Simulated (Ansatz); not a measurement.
Start from `C=[CH][Al]([F])[SiH3]` and change one atom or group to get `[F][Al]([SiH3])[Cl]`.

Ansatz, PBE0-D4/def2-TZVP geometries, multiplicity 1. Each molecule was computed in one conformer, which needn't be the lowest.

```json
{"property": "size of the dipole moment (ωB97M-V/def2-TZVPP) / D", "`C=[CH][Al]([F])[SiH3]`": "1.82"}
{"property": "size of the dipole moment (B3LYP/def2-TZVPP) / D", "`C=[CH][Al]([F])[SiH3]`": "1.86"}
{"property": "LUMO energy (B3LYP/def2-TZVPP) / eV", "`C=[CH][Al]([F])[SiH3]`": "-1.88"}
{"property": "LUMO energy (ωB97M-V/def2-TZVPP) / eV", "`C=[CH][Al]([F])[SiH3]`": "0.09"}
{"property": "LUMO energy (PBE/def2-TZVPP) / eV", "`C=[CH][Al]([F])[SiH3]`": "-2.50"}
{"property": "HOMO energy (PBE/def2-TZVPP) / eV", "`C=[CH][Al]([F])[SiH3]`": "-6.54"}
```

(1) What does the change do to each property? (An estimate is asked.)

Results:

(1) Computed: 
```tsv
property	`[F][Al]([SiH3])[Cl]`	shift
size of the dipole moment (ωB97M-V/def2-TZVPP) / D	1.61	-0.21
size of the dipole moment (B3LYP/def2-TZVPP) / D	1.65	-0.21
LUMO energy (B3LYP/def2-TZVPP) / eV	-1.85	0.03
LUMO energy (ωB97M-V/def2-TZVPP) / eV	0.04	-0.05
LUMO energy (PBE/def2-TZVPP) / eV	-2.42	0.08
HOMO energy (PBE/def2-TZVPP) / eV	-7.33	-0.79
```

Dipoles are sizes alone; their direction can turn.

B3LYP here is the variant with VWN-RPA as its local correlation; programs differ in this.
